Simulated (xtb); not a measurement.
Job for xtb: GFN2-xTB on H2O2Sn (SMILES [OH][Sn][OH]), a point of a torsion scan.

```
$ xtb mol.xyz --gfn 2 --opt vtight --chrg 0 --uhf 0 --input xcontrol
5

O      1.27489383    -0.53872819    -0.39815468
Sn    -0.17559505     0.79274233    -0.68772390
O      0.35747144     2.37609500     0.39721905
H      2.10327322    -0.00261871    -0.23445976
H      0.71032323     2.07252332     1.27234267
$constrain
  force constant=1.0
  dihedral: 4,1,2,3,330.0
$end
```

It printed:

```
[...]
           -------------------------------------------------
          |                Calculation Setup                |
           -------------------------------------------------



           -------------------------------------------------
          |                 G F N 2 - x T B                 |
           -------------------------------------------------

        Reference                      10.1021/acs.jctc.8b01176
      * Hamiltonian:
        H0-scaling (s, p, d)           1.850000    2.230000    2.230000
        zeta-weighting                 0.500000
      * Dispersion:
        s8                             2.700000
        a1                             0.520000
        a2                             5.000000
        s9                             5.000000
      * Repulsion:
        kExp                           1.500000    1.000000
        rExp                           1.000000
      * Coulomb:
        alpha                          2.000000
        third order                    shell-resolved
        anisotropic                    true
        a3                             3.000000
        a5                             4.000000
        cn-shift                       1.200000
        cn-exp                         4.000000
        max-rad                        5.000000


          ...................................................
          :                      SETUP                      :
          :.................................................:
          :  # basis functions                  20          :
          :  # atomic orbitals                  19          :
          :  # shells                            9          :
          :  # electrons                        18          :
          :  max. iterations                   250          :
          :  Hamiltonian                  GFN2-xTB          :
          :  restarted?                      false          :
          :  GBSA solvation                  false          :
          :  PC potential                    false          :
          :  electronic temp.          300.0000000     K    :
          :  accuracy                    1.0000000          :
          :  -> integral cutoff          0.2500000E+02      :
          :  -> integral neglect         0.1000000E-07      :
          :  -> SCF convergence          0.1000000E-05 Eh   :
          :  -> wf. convergence          0.1000000E-03 e    :
          :  Broyden damping             0.4000000          :
          :  net charge                          0          :
          :  unpaired electrons                  0          :
          ...................................................

 iter      E             dE          RMSdq      gap      omega  full diag
   1    -10.2108419 -0.102108E+02  0.317E+01    1.75       0.0  T
   2    -10.8377152 -0.626873E+00  0.183E+01    8.09       1.0  T
   3    -11.2751671 -0.437452E+00  0.527E+00    5.67       1.0  T
   4    -11.0621066  0.213061E+00  0.162E+01    3.04       1.0  T
   5    -11.2889442 -0.226838E+00  0.475E+00    5.70       1.0  T
   6    -11.3222791 -0.333349E-01  0.219E+00    5.23       1.0  T
   7    -11.3302023 -0.792329E-02  0.158E+00    5.06       1.0  T
   8    -11.3354651 -0.526279E-02  0.437E-01    4.84       1.0  T
   9    -11.3357457 -0.280544E-03  0.371E-01    4.82       1.0  T
  10    -11.3360751 -0.329430E-03  0.165E-01    4.77       1.0  T
  11    -11.3361606 -0.854778E-04  0.680E-03    4.73       6.6  T
  12    -11.3361605  0.379420E-07  0.701E-03    4.73       6.4  T
  13    -11.3361607 -0.131133E-06  0.319E-04    4.73     140.3  T
  14    -11.3361607 -0.180332E-09  0.165E-04    4.73     270.9  T

   *** convergence criteria satisfied after 14 iterations ***

         #    Occupation            Energy/Eh            Energy/eV
      -------------------------------------------------------------
         1        2.0000           -0.8426189             -22.9288
       ...           ...                  ...                  ...
         3        2.0000           -0.6373898             -17.3443
         4        2.0000           -0.5317905             -14.4708
         5        2.0000           -0.5196787             -14.1412
         6        2.0000           -0.4525856             -12.3155
         7        2.0000           -0.4431152             -12.0578
         8        2.0000           -0.4324212             -11.7668
         9        2.0000           -0.4109569             -11.1827 (HOMO)
        10                         -0.2370799              -6.4513 (LUMO)
        11                         -0.1640981              -4.4653
        12                         -0.1315351              -3.5793
        13                         -0.1212712              -3.3000
        14                         -0.0909400              -2.4746
       ...                                ...                  ...
        19                          0.4466200              12.1531
      -------------------
[...]
      2.0000           -0.8424815             -22.9251
       ...           ...                  ...                  ...
         3        2.0000           -0.6316636             -17.1884
         4        2.0000           -0.5253105             -14.2944
         5        2.0000           -0.4984966             -13.5648
         6        2.0000           -0.4344666             -11.8224
         7        2.0000           -0.4279578             -11.6453
         8        2.0000           -0.4206389             -11.4462
         9        2.0000           -0.4137864             -11.2597 (HOMO)
        10                         -0.2339641              -6.3665 (LUMO)
        11                         -0.1656840              -4.5085
        12                         -0.1568905              -4.2692
        13                         -0.1156642              -3.1474
        14                         -0.0999980              -2.7211
       ...                                ...                  ...
        19                          0.4615638              12.5598
      -------------------------------------------------------------
                  HL-Gap            0.1798223 Eh            4.8932 eV
             Fermi-level           -0.3238753 Eh           -8.8131 eV

 SCC (total)                   0 d,  0 h,  0 min,  0.001 sec
 SCC setup                      ...        0 min,  0.000 sec (  3.184%)
 Dispersion                     ...        0 min,  0.000 sec (  0.723%)
 classical contributions        ...        0 min,  0.000 sec (  0.320%)
 integral evaluation            ...        0 min,  0.000 sec ( 28.893%)
 iterations                     ...        0 min,  0.000 sec ( 21.425%)
 molecular gradient             ...        0 min,  0.000 sec ( 41.498%)
 printout                       ...        0 min,  0.000 sec (  3.380%)

         :::::::::::::::::::::::::::::::::::::::::::::::::::::
         ::                     SUMMARY                     ::
         :::::::::::::::::::::::::::::::::::::::::::::::::::::
         :: total energy             -11.323709387588 Eh    ::
         :: gradient norm              0.000129706241 Eh/a0 ::
         :: HOMO-LUMO gap              4.893212895583 eV    ::
         ::.................................................::
         :: SCC energy               -11.360567081144 Eh    ::
         :: -> isotropic ES            0.049490201074 Eh    ::
         :: -> anisotropic ES          0.004783486087 Eh    ::
         :: -> anisotropic XC         -0.001163411369 Eh    ::
         :: -> dispersion             -0.001980300746 Eh    ::
         :: repulsion energy           0.036853174896 Eh    ::
         :: add. restraining           0.000004518660 Eh    ::
         :: total charge              -0.000000000000 e     ::
         :::::::::::::::::::::::::::::::::::::::::::::::::::::

           -------------------------------------------------
          |                Property Printout                |
           -------------------------------------------------

    * Orbital Energies and Occupations

         #    Occupation            Energy/Eh            Energy/eV
      -------------------------------------------------------------
         1        2.0000           -0.8424815             -22.9251
         2        2.0000           -0.6400216             -17.4159
         3        2.0000           -0.6316636             -17.1884
         4        2.0000           -0.5253105             -14.2944
         5        2.0000           -0.4984966             -13.5648
         6        2.0000           -0.4344666             -11.8224
         7        2.0000           -0.4279578             -11.6453
         8        2.0000           -0.4206389             -11.4462
         9        2.0000           -0.4137864             -11.2597 (HOMO)
        10                         -0.2339641              -6.3665 (LUMO)
        11                         -0.1656840              -4.5085
        12                         -0.1568905              -4.2692
        13                         -0.1156642              -3.1474
        14                         -0.0999980              -2.7211
        15                         -0.0542625              -1.4766
        16                         -0.0137546              -0.3743
        17                          0.0771828               2.1003
        18                          0.2712695               7.3816
        19                          0.4615638              12.5598
      -------------------------------------------------------------
                  HL-Gap            0.1798223 Eh            4.8932 eV
             Fermi-level           -0.3238753 Eh           -8.8131 eV

     #   Z          covCN         q      C6AA      α(0)
     1   8 O        1.568    -0.565    24.391     6.664
     2  50 Sn       1.526     0.529   441.112    45.282
     3   8 O        1.568    -0.560    24.286     6.650
     4   1 H        0.806     0.297     0.730     1.342
     5   1 H        0.807     0.299     0.725     1.337

 Mol. C6AA /au·bohr⁶  :       1024.090231
 Mol. C8AA /au·bohr⁸  :      79724.128108
 Mol. α(0) /au        :         61.275326


Wiberg/Mayer (AO) data.
largest (>0.10) Wiberg bond orders for each atom

 ---------------------------------------------------------------------------
     #   Z sym  total        # sym  WBO       # sym  WBO       # sym  WBO
 ---------------------------------------------------------------------------
     1   8 O    2.105 --     2 Sn   1.190     4 H    0.876
     2  50 Sn   2.455 --     3 O    1.200     1 O    1.190
Note: The following floating-point exceptions are signalling: IEEE_DENORMAL
normal termination of xtb
     3   8 O    2.115 --     2 Sn   1.200     5 H    0.878
     4   1 H    0.912 --     1 O    0.876
     5   1 H    0.911 --     3 O    0.878
 ---------------------------------------------------------------------------

Topologies differ in total number of bonds
Writing topology from bond orders to xtbtopo.mol

molecular dipole:
                 x           y           z       tot (Debye)
 q only:       -0.090       0.023      -0.324
   full:       -0.489      -0.013      -0.728       2.230
molecular quadrupole (traceless):
                xx          xy          yy          xz          yz          zz
 q only:        3.440       2.203      -5.874       3.320      -1.939       2.434
  q+dip:        4.277       1.631      -8.144       5.599      -2.831       3.867
   full:        4.877       3.235      -9.288       4.756      -4.504       4.411

           -------------------------------------------------
          |                Geometry Summary                 |
           -------------------------------------------------

      molecular mass/u    :      152.7248039
   center of mass at/Å    :       -0.0144064       0.8619048      -0.6262096
  moments of inertia/u·Å² :        0.5125506E+02   0.8292480E+02   0.1339528E+03
rotational constants/cm⁻¹ :        0.3288970E+00   0.2032882E+00   0.1258476E+00

 * 2 selected distances

     #   Z          #   Z                                           value/Å
     1   8 O        4   1 H                                       0.9543440 (min)
     3   8 O        5   1 H                                       0.9549617 (max)

 * 1 distinct bonds (by element types)

   Z      Z             #   av. dist./Å        max./Å        min./Å
   1 H    8 O           2     0.9546529     0.9549617     0.9543440


optimized geometry written to: xtbopt.xyz


           -------------------------------------------------
          | TOTAL ENERGY              -11.323709387588 Eh   |
          | GRADIENT NORM               0.000129706241 Eh/α |
          | HOMO-LUMO GAP               4.893212895583 eV   |
           -------------------------------------------------

------------------------------------------------------------------------
------------------------------------------------------------------------
 total:
 SCF:
 ANC optimizer:
```

The run finished.

Warnings raised: the energy holds the restraint's term.

Cost: about 0.06 core-seconds (a rough figure).
